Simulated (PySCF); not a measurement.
An element was calculated at UHF (PySCF 2.14, non-relativistic, a triple-zeta basis, no spin-orbit coupling), in the ground configurations that NIST lists.

```
first ionisation energy  : 5.459 eV
second ionisation energy : 14.321 eV
third ionisation energy  : 30.090 eV
```

**Question.** Which element is it?

**Answer.** Chromium (Cr, Z = 24), in 6-31G*. NIST lists 6.767, 16.486, 30.959 ± 0.025 eV for these ionisation energies.
